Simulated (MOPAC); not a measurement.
MOPAC input (PM7):

```
PM7 FORCE THERMO(298,298) PRECISE LET CHARGE=-1 GEO-OK AUX(PRECISION=9) THREADS=1
C3H3O

C    -0.40454331 1    1.05089772 1   -0.09293345 1
C    -1.16348325 1   -0.23171759 1    0.08871533 1
C     0.36330528 1   -0.03958073 1   -0.01545665 1
O     1.38254076 1   -0.69874930 1    0.00114173 1
H    -0.54790712 1    2.05627576 1   -0.19511441 1
H    -1.71559167 1   -0.65754195 1   -0.73005959 1
H    -1.61948942 1   -0.46450528 1    1.03447197 1
```

From the output:

```
     H    7   4.366647

          HEAT OF FORMATION =     -11.261777 KCALS/MOLE

          ZERO POINT ENERGY      29.603 KCAL/MOL

           NORMAL COORDINATE ANALYSIS (Total motion = 1 Angstrom)

   Root No.       1         2         3         4         5         6         7         8

                 1 A'      1 A"      2 A"      2 A'      3 A"      3 A'      4 A"      4 A'

                 460.6     470.9     689.9     716.8     845.3    1000.9    1012.9    1090.2

           1    0.0189    0.0000    0.0000   -0.1122    0.0000    0.0166    0.0000   -0.0688
           2    0.0667   -0.0000   -0.0000    0.0218   -0.0000   -0.0005   -0.0000    0.1013
           3   -0.0000   -0.0207   -0.0757   -0.0000   -0.0576   -0.0000   -0.0406    0.0000
           4    0.0108    0.0000    0.0000   -0.0045    0.0000    0.0298   -0.0000    0.1638
           5   -0.0996   -0.0000    0.0000    0.1477   -0.0000   -0.0387    0.0000    0.0229
           6    0.0000   -0.0130    0.0020   -0.0000   -0.0164    0.0000    0.0871    0.0000
           7    0.1302   -0.0000   -0.0000    0.1490   -0.0000   -0.0405    0.0000   -0.0920
           8    0.0141    0.0000    0.0000   -0.0813    0.0000   -0.0015   -0.0000   -0.0056
           9    0.0000    0.1716    0.0245    0.0000    0.0804   -0.0000   -0.0210   -0.0000
          10   -0.1118    0.0000    0.0000   -0.0148    0.0000   -0.0003    0.0000    0.0009
          11    0.0277   -0.0000   -0.0000   -0.0906   -0.0000   -0.0142    0.0000   -0.0558
          12   -0.0000   -0.0801   -0.0042    0.0000   -0.0118    0.0000    0.0023   -0.0000
          13   -0.0677    0.0000   -0.0000   -0.1708   -0.0000   -0.2920   -0.0000    0.0052
          14    0.1756   -0.0000    0.0000    0.1201    0.0000    0.3826    0.0000    0.0169
          15   -0.0000   -0.2119    0.5873   -0.0000    0.0491   -0.0000    0.0509    0.0000
          16   -0.0316    0.0149    0.0997    0.0105   -0.1182    0.1133   -0.3383   -0.0278
          17   -0.1955    0.2377    0.1115    0.1334   -0.3728    0.1639    0.0813   -0.2718
          18    0.0007   -0.0803    0.0332   -0.0008    0.0309   -0.0024   -0.1955    0.0026
          19   -0.0316   -0.0149   -0.0997    0.0105    0.1182    0.1133    0.3383   -0.0278
          20   -0.1955   -0.2377   -0.1115    0.1334    0.3728    0.1639   -0.0813   -0.2718
          21   -0.0007   -0.0803    0.0332    0.0008    0.0309    0.0024   -0.1955   -0.0026

   Root No.       9        10        11        12        13        14        15

                 5 A'      6 A'      7 A'      8 A'      5 A"      9 A'     10 A'

                1110.3    1344.3    1408.6    2137.7    2726.9    2793.5    2898.7

           1    0.0553   -0.1098    0.0211   -0.0902    0.0000   -0.0014   -0.0583
           2   -0.0662   -0.0982    0.0317   -0.1452   -0.0000    0.0044   -0.0505
           3    0.0000   -0.0000   -0.0000   -0.0000   -0.0025   -0.0000   -0.0000
           4   -0.0185    0.0621   -0.0608    0.0460    0.0000   -0.0316   -0.0005
           5    0.0744   -0.0069    0.0197   -0.0268   -0.0000    0.0152   -0.0022
           6   -0.0000    0.0000    0.0000    0.0000   -0.0565    0.0000   -0.0000
           7   -0.0086    0.0203   -0.0110    0.0641    0.0000   -0.0043   -0.0001
           8    0.0028   -0.0319    0.0117    0.3615   -0.0000    0.0031    0.0098
           9   -0.0000    0.0000   -0.0000   -0.0000   -0.0021   -0.0000   -0.0000
          10    0.0059    0.0057   -0.0012   -0.0071    0.0000    0.0002    0.0001
          11    0.0078    0.1179   -0.0322   -0.1324    0.0000   -0.0015    0.0000
          12   -0.0000   -0.0000   -0.0000    0.0000   -0.0001   -0.0000   -0.0000
          13   -0.1717   -0.1483    0.0427   -0.1705   -0.0000   -0.0248    0.6607
          14    0.2194   -0.0704    0.0067   -0.1534    0.0000   -0.0232    0.5264
          15   -0.0000   -0.0000   -0.0000   -0.0000   -0.0010   -0.0000    0.0000
          16   -0.1295    0.1920    0.2904    0.0229   -0.2644    0.2326    0.0198
          17   -0.2364   -0.0846   -0.1233   -0.0012    0.1285   -0.1119   -0.0079
          18    0.0110    0.1060    0.2511    0.0043    0.3654   -0.3805   -0.0252
          19   -0.1295    0.1920    0.2904    0.0229    0.2643    0.2326    0.0198
          20   -0.2364   -0.0846   -0.1233   -0.0012   -0.1285   -0.1119   -0.0079
          21   -0.0110   -0.1060   -0.2511   -0.0043    0.3654    0.3805    0.0252

           MASS-WEIGHTED COORDINATE ANALYSIS (NORMAL COORDINATES)

   Root No.       1         2         3         4         5         6         7         8

                 1 A'      1 A"      2 A"      2 A'      3 A"      3 A'      4 A"      4 A'

                 460.6     470.9     689.9     716.8     845.3    1000.9    1012.9    1090.2

           1    0.0778    0.0000    0.0000   -0.3927    0.0000    0.0946    0.0000   -0.2646
           2    0.2742   -0.0000   -0.0000    0.0763   -0.0000   -0.0029   -0.0000    0.3898
           3   -0.0000   -0.0901   -0.3821   -0.0000   -0.3023   -0.0000   -0.2122    0.0000
           4    0.0444    0.0000    0.0000   -0.0157    0.0000    0.1702   -0.0000    0.6302
           5   -0.4093   -0.0000    0.0000    0.5170   -0.0000   -0.2210    0.0000    0.0880
           6    0.0000   -0.0563    0.0099   -0.0000   -0.0863    0.0000    0.4550    0.0000
           7    0.5349   -0.0000   -0.0000    0.5216   -0.0000   -0.2313    0.0000   -0.3538
           8    0.0579    0.0000    0.0000   -0.2845    0.0000   -0.0086   -0.0000   -0.0215
           9    0.0000    0.7457    0.1236    0.0000    0.4222   -0.0000   -0.1095   -0.0000
          10   -0.5302    0.0000    0.0000   -0.0600    0.0000   -0.0019    0.0000    0.0039
          11    0.1313   -0.0000   -0.0000   -0.3661   -0.0000   -0.0935    0.0000   -0.2480
          12   -0.0000   -0.4015   -0.0245    0.0000   -0.0715    0.0000    0.0137   -0.0000
          13   -0.0806    0.0000   -0.0000   -0.1733   -0.0000   -0.4830   -0.0000    0.0058
          14    0.2090   -0.0000    0.0000    0.1219    0.0000    0.6328    0.0000    0.0188
          15   -0.0000   -0.2668    0.8589   -0.0000    0.0747   -0.0000    0.0770    0.0000
          16   -0.0376    0.0188    0.1458    0.0107   -0.1797    0.1875   -0.5121   -0.0310
          17   -0.2327    0.2993    0.1631    0.1353   -0.5671    0.2711    0.1231   -0.3030
          18    0.0008   -0.1011    0.0485   -0.0008    0.0470   -0.0039   -0.2959    0.0029
          19   -0.0376   -0.0188   -0.1458    0.0107    0.1797    0.1875    0.5121   -0.0310
          20   -0.2327   -0.2993   -0.1631    0.1353    0.5671    0.2711   -0.1231   -0.3030
          21   -0.0008   -0.1011    0.0485    0.0008    0.0470    0.0039   -0.2959   -0.0029

   Root No.       9        10        11        12        13        14        15

                 5 A'      6 A'      7 A'      8 A'      5 A"      9 A'     10 A'

                1110.3    1344.3    1408.6    2137.7    2726.9    2793.5    2898.7

           1    0.3081   -0.4592    0.1136   -0.2044    0.0000   -0.0071   -0.2268
           2   -0.3688   -0.4109    0.1702   -0.3291   -0.0000    0.0229   -0.1964
           3    0.0000   -0.0000   -0.0000   -0.0000   -0.0126   -0.0000   -0.0000
           4   -0.1027    0.2598   -0.3268    0.1042    0.0000   -0.1648   -0.0020
           5    0.4141   -0.0288    0.1060   -0.0607   -0.0000    0.0793   -0.0086
           6   -0.0000    0.0000    0.0000    0.0000   -0.2820    0.0000   -0.0000
           7   -0.0480    0.0850   -0.0593    0.1452    0.0000   -0.0223   -0.0004
           8    0.0154   -0.1333    0.0627    0.8191   -0.0000    0.0159    0.0382
           9   -0.0000    0.0000   -0.0000   -0.0000   -0.0104   -0.0000   -0.0000
          10    0.0380    0.0274   -0.0075   -0.0185    0.0000    0.0015    0.0005
          11    0.0500    0.5694   -0.1999   -0.3463    0.0000   -0.0087    0.0001
          12   -0.0000   -0.0000   -0.0000    0.0000   -0.0007   -0.0000   -0.0000
          13   -0.2770   -0.1797    0.0665   -0.1119   -0.0000   -0.0374    0.7443
          14    0.3539   -0.0853    0.0105   -0.1007    0.0000   -0.0350    0.5931
          15   -0.0000   -0.0000   -0.0000   -0.0000   -0.0014   -0.0000    0.0000
          16   -0.2088    0.2327    0.4521    0.0150   -0.3824    0.3510    0.0223
          17   -0.3813   -0.1026   -0.1920   -0.0008    0.1859   -0.1689   -0.0088
          18    0.0177    0.1285    0.3908    0.0028    0.5285   -0.5741   -0.0284
          19   -0.2088    0.2327    0.4521    0.0150    0.3824    0.3510    0.0223
          20   -0.3813   -0.1026   -0.1920   -0.0008   -0.1859   -0.1689   -0.0088
          21   -0.0177   -0.1285   -0.3908   -0.0028    0.5285    0.5741    0.0284

          DESCRIPTION OF VIBRATIONS

 VIBRATION          1    1A'         ATOM PAIR     ENERGY CONTRIBUTION    RADIAL
 FREQUENCY           460.65         C 2 -- C 3         +23.0% (117.6%)      1.0%
 TRANSITION DIPOLE   0.8626         C 3 -- O 4         +19.3% (107.5%)      0.1%
 TRAVEL (Ang.)       0.2261         C 1 -- C 2         +18.7% (105.9%)      0.2%
 REDUCED MASS        2.8644         C 1 -- C 3         +13.2% ( 88.9%)      0.0%
 EFFECTIVE MASS     16.0387         C 1 -- H 5         +12.3% ( 86.1%)     92.3%
 FORCE CONSTANT      0.3581

 VIBRATION          2    1A"         ATOM PAIR     ENERGY CONTRIBUTION    RADIAL
 FREQUENCY           470.94         C 3 -- O 4         +29.1% ( 97.7%)      0.0%
 TRANSITION DIPOLE   0.4664         C 1 -- C 3         +22.9% ( 86.6%)      0.0%
 TRAVEL (Ang.)       0.1856         C 2 -- C 3         +21.9% ( 84.6%)      0.0%
 REDUCED MASS        4.1560         C 2 -- H 6         +11.5% ( 61.3%)      0.8%
 EFFECTIVE MASS     11.6832         C 2 -- H 7         +11.5% ( 61.3%)      0.8%
 FORCE CONSTANT      0.5431

 VIBRATION          3    2A"         ATOM PAIR     ENERGY CONTRIBUTION    RADIAL
 FREQUENCY           689.92         C 1 -- H 5         +72.5% ( 94.5%)      0.0%
 TRANSITION DIPOLE   1.1171         C 2 -- H 6          +7.2% ( 29.8%)      0.0%
 TRAVEL (Ang.)       0.3469         C 2 -- H 7          +7.2% ( 29.8%)      0.0%
 REDUCED MASS        0.8124         C 1 -- C 3          +7.0% ( 29.3%)      0.0%
 EFFECTIVE MASS      2.3503
 FORCE CONSTANT      0.2278

 VIBRATION          4    2A'         ATOM PAIR     ENERGY CONTRIBUTION    RADIAL
 FREQUENCY           716.82         C 2 -- C 3         +28.9% ( 98.8%)     99.5%
```

The dipole moment of an ion depends on the origin.
